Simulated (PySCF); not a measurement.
# InF⁺ at UHF-CCSD(T)

Computed with UHF-CCSD(T); basis In def2-TZVPPD with ECP28, F def2-TZVPPD; scalar-relativistic core potentials; PySCF 2.14.

| Item | Value |
| --- | --- |
| state | ²Σ⁺ (doublet), unpaired electrons σ ↑ |
| bond length | 1.903 Å |
| harmonic wavenumber | 618 cm⁻¹ |
| force constant | 3.66 mdyn/Å |
| rotational constant Be | 0.2856 cm⁻¹ |
| well depth De to In⁺ + F | 1.04 eV |
| dissociation energy D0 | 1.00 eV |

Correlated steps freeze 5 core orbitals. Spin–orbit coupling is left out, which matters for elements this heavy, above all for dissociation energies. For an ion De counts to the pair picked by the measured ionisation energies or electron affinities, which need not be the lowest pair at this level. The state was picked by a PBE0 search and need not be the measured ground state.
